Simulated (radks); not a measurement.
Problem. Br7+, configuration [Ar] 3d9 4p1 (not the ground configuration). All-electron calculation, scalar-relativistic Kohn-Sham, SCAN, spin-polarised, spherical densities, finite nucleus; open shells are filled with parallel spins first; meta-GGA in the generalised Kohn-Sham scheme; Fermi nuclear charge, rms radius 4.1629 fm. Program: a radial shooting solver on a logarithmic mesh with Libxc functionals. Some entries of the table are withheld. Estimate them.

orbital,occ.,eigenvalue (eV),<r> (bohr),<r^2> (bohr^2)
1s up,1,-13485.66,0.04275,0.002462
1s down,1,-13485.46,0.04275,0.002462
2s up,1,-1880.402,0.1893,0.04227
2s down,1,-1878.896,0.1892,0.04222
2p up,3,-1671.650,(1),0.03350
2p down,3,-1670.413,(2),0.03345
3s up,1,-370.6438,0.5431,0.3383
3s down,1,-368.3744,0.5439,0.3392
3p up,3,-303.5157,(3),0.3559
3p down,3,-301.1626,(4),0.3567
3d up,5,-193.2823,0.5587,0.3795
3d down,4,-190.6151,0.5591,0.3795
4p up,1,-99.7162,1.471,2.433

Solution. 
(1) 2p up <r> (bohr): 0.1654
(2) 2p down <r> (bohr): 0.1653
(3) 3p up <r> (bohr): 0.5525
(4) 3p down <r> (bohr): 0.5533
